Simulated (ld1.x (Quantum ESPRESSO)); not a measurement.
Before and after: TM potential for Bi (Z = 83)

bismuth (Bi), norm-conserving Troullier–Martins (Kleinman–Bylander form), made with ld1.x (Quantum ESPRESSO) 7.5 (PBEsol, scalar-relativistic). Core [Xe] 4f14 5d10, reference 6s2 6p3. Waves: 6p (bound): rc 2.70 bohr; 6s (bound): rc 1.40 bohr. Local part: the s channel. Core correction: Bessel-smoothed model core inside 1.45 bohr.

All-electron outer shells of the reference configuration (PBEsol, scalar-relativistic, ld1.x):

```
shell  level (eV)  outermost node (bohr)  outermost maximum (bohr)
   5p      -95.82                   0.48                      0.86
   5d      -27.06                   0.51                      1.03
   6s      -14.53                   0.98                      1.86
   6p       -4.60                   1.14                      2.44
```

Change: all radii but the core radius scaled by about 1.08 (s 1.52, p 2.92 bohr).

Cutoffs: the cutoffs (Ry, on a coarse ladder) from which the occupation-weighted sum of valence levels, in a spherical-Bessel basis at the reference potential, stays within 10 and 1 mRy of its value at 400 Ry; they do not see the model core or the augmentation charge, which bear on the density cutoff. Errors are all-electron minus pseudo energies relative to the spin-unpolarised reference configuration.

Q: What does the change do?

A: The potential gets softer (110 Ry and 180 Ry → 50 Ry and 110 Ry); of the 7 tests that both files solve, the error grows in 2 and shrinks in 1 by more than 15 % and 0.3 meV (median size 69.5 → 59.1 meV); neither file shows a bound ghost. A larger radius leaves more room for a smooth pseudo-wave, so fewer plane waves are needed.

```csv
quantity,base,changed
"cutoff, loose",110 Ry,50 Ry
"cutoff, tight",180 Ry,110 Ry
loose cutoff by channel (10 mRy a level),"p 8 Ry, s 90 Ry","p 6 Ry, s 35 Ry"
bound ghosts,none,none
"error for 6s2 6p2, meV [ΔE 7.95 eV]",-12,-12
"error for 6s2 6p1, meV [ΔE 23.24 eV]",-74,-81
"error for 6s2 6p0, meV [ΔE 46.60 eV]",-252,-291
"error for 6s2 6p2.5, meV [ΔE 3.11 eV]",-2.8,-2.7
"error for 6s1 6p0, meV [ΔE 92.07 eV]",-775,-947
"error for 6s1 6p3, meV [ΔE 18.81 eV]",-69,-59
"error for 6s1 6p4, meV [ΔE 10.12 eV]",-45,-28
```
